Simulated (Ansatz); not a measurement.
CH$_{7}$FOSi$_{2}$ (`OC(F)([SiH3])[SiH3]`). The species carries charge 0 and has multiplicity 1.

Cartesian coordinates in Å:
```
O 0.1113 0.1364 1.7364
C 0.4143 0.0902 0.3831
F 1.8193 0.1642 0.2226
Si -0.1203 -1.5621 -0.4231
Si -0.3171 1.6686 -0.4148
H 0.3630 -0.6946 2.1570
H -1.6026 -1.6095 -0.4992
H 0.4673 -1.7098 -1.7762
H 0.3646 -2.6423 0.4817
H 0.2484 2.8591 0.2642
H 0.0465 1.6652 -1.8544
H -1.7948 1.6347 -0.2775
```

(1) List the harmonic frequencies (cm⁻¹, unscaled) at PBE0-D4/def2-TZVP in Ansatz. (Best estimate.)

(2) Is this a minimum?

(3) Give the ideal-gas thermochemistry at 298.15 K and 1 bar (rigid rotor, harmonic oscillator; point group C1, symmetry number 1).

Answers

(1) Ansatz gave: 108, 138, 144, 195, 226, 289, 371, 455, 528, 556, 600, 656, 685, 867, 904, 916, 927, 931, 942, 943, 977, 1138, 1332, 2208, 2235, 2240, 2245, 2255, 2255, 3785.

(2) Yes, all 30 modes are real.

(3) Zero-point energy 191.7 kJ/mol; H(298) − E = 215.7 kJ/mol; entropy 364.5 J/(mol·K), of which translation 167.5, rotation 114.7, vibration 82.3; G(298) − E = 107.1 kJ/mol.
